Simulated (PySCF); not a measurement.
## Fine-structure interval of Pb⁺ by level of theory

Pb⁺ [Xe] 4f14 5d10 6s2 6p1 [6p1/2^1, M_J = 1/2] → Pb⁺ [Xe] 4f14 5d10 6s2 6p1 [6p3/2^1, M_J = 3/2], as a difference of total energies. All numbers are calculated (PySCF 2.14, the two-component X2C-1e Hamiltonian, in x2c-SVPall-2c (7s11p7d2f, 89 functions)). Correlated levels: [Kr] 4d10 4f14 frozen; the 22 highest virtual spinors dropped. "Screened" scales the spin-orbit matrix elements by Boettger's factors to mimic the two-electron term; Breit and QED terms are absent.

```tsv
method	fine-structure interval (cm⁻¹)	error (cm⁻¹)
GHF (screened spin-orbit)	15011	+930
GMP2 (screened spin-orbit)	13197	-884
GHF (bare spin-orbit)	15414	+1333
```

Reference: 14081 cm⁻¹ (measured; NIST Handbook of Basic Atomic Spectroscopic Data (Sansonetti and Martin, J. Phys. Chem. Ref. Data 34, 1559 (2005))).

Errors of the correlated levels include the incompleteness of this basis and the frozen core.
